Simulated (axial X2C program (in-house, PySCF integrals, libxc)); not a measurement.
# Which molecule has these constants?

All values come from calculations with an in-house all-electron X2C program for linear molecules (integrals from PySCF), spin-free (one-electron X2C) or two-component (2c: spin–orbit coupling with atomic mean-field Coulomb and Gaunt terms, which also bring small scalar terms), in Dyall basis sets with cores contracted in-house; open shells are unrestricted.

A two-component PBE0 calculation in a Dyall 3-zeta basis gave Re = 2.877 Å, ωe = 179.9 cm⁻¹, De = 0.92 eV, dipole magnitude 3.45 D, Ω = 3.

Question: Which molecule is it?
A. TcS
B. TcP
C. TcSi
D. MgTc
E. NaTc

Answer: E. The others have TcP 2.101 Å and 486.2 cm⁻¹ (Ω = 1); TcSi 2.183 Å and 410.3 cm⁻¹ (Ω = 3/2); TcS 2.117 Å and 514.2 cm⁻¹ (Ω = 5/2); MgTc 2.752 Å and 208.9 cm⁻¹ (Ω = 7/2).

Each entry is the lowest single determinant of a limited PBE0 search at one distance. De goes to single-determinant-based atoms at the same level (for ions the charge split of lowest energy) and is withheld (n/a) where an atom does not fit its ground term or J level. Main or longest-lived isotopes. One determinant is a doubtful description, or other states lie close, for NaTc, TcP, TcSi, TcS, MgTc; these need not be ground states, and all values refer to the states named. Some open-shell Ω = 0 determinants are out of reach, so the Ω given for NaTc, TcP need not be the lowest component. With several unpaired electrons the Ω given is that of one determinant, not necessarily of the lowest component. Some light 2c atoms are not at their ground J level, so De misses part of their lowering (0.04 eV or less). The functionals have no current term, which raises determinants with orbital currents. Where the atoms have a lower orbital projection than the molecule, De at mean-field level may be about a tenth of an eV too small.
